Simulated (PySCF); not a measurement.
## Unknown compound

The spectra below were simulated for a compound C$_{6}$H$_{12}$N$_{2}$.

¹H NMR (400 MHz, computed): δ 3.57 (m, 1H), 2.23 (m, 1H), 1.86 (m, 1H), 1.80 (m, 1H), 1.40 (m, 1H), 0.89 (m, 1H), 0.81 (m, 1H), 0.47 (br s, 2H), 0.43 (m, 1H), -0.04 (br s, 2H).

¹³C{¹H} NMR (computed): δ 55.6 (CH), 37.4 (CH), 34.2 (CH2), 32.7 (CH), 30.1 (CH2), 28.4 (CH).

Level of theory: PBE0-D3(BJ)/def2-SVP structure, GIAO PBE0/pcSseg-1 shieldings, in PySCF 2.14 (one averaged value for each set of equivalent atoms, a single conformation, no relativistic terms, isolated molecule).

δ = σ(ref) − σ, references computed at the same level: ¹H and ¹³C against TMS.

**Question.** Which candidate is it?
A. C1CN2CCN1CC2
B. C=CCN(C)/N=C\C
C. N[C@@H]1[C@H]2CC[C@@H](N)[C@@H]12

**Answer.** C. 

1. The formula gives 2 degrees of unsaturation (2 rings in the answer).
2. 6 carbon signals for 6 carbons: no two carbons are equivalent.
3. Carbon types of the structure: 4 × CH, 2 × CH2, leaving 4 H on heteroatoms.
4. δC 37.4, 32.7, 28.4: three-membered-ring carbon.
5. δC 34.2, 30.1: sp3 CH2 in a ring; saturated and bonded to C and H only.
6. δH 3.57: hydrogen on an sp3 CH bonded to N; its carbon carries N, an electronegative neighbour.
7. δH 2.23, 0.81, 0.43: hydrogen on a three-membered-ring carbon.
8. δH 1.86, 1.80, 1.40, 0.89: hydrogen on an sp3 CH2 in a ring.

The others: C1CN2CCN1CC2 would give 1 carbon signal, not 6; C=CCN(C)/N=C\C would give 7 signals for carbon-bound and other non-exchanging H, not 8.

The OH or NH signal is concentration- and solvent-dependent in practice; the value given is the gas-phase one. Shifts are as computed. Against solution values, carbons near 30 ppm lie about +2 ppm off and those near 130 ppm about +5 ppm. Of 1211 compounds with measured shifts, 218 miss one by over three times the rms of a fit or turn the order of signals round; such compounds aren't used in these exercises. Multiplicities follow the n + 1 count of equivalent neighbours, as no J values were calculated; m marks all less simple cases, F and P coupling included.
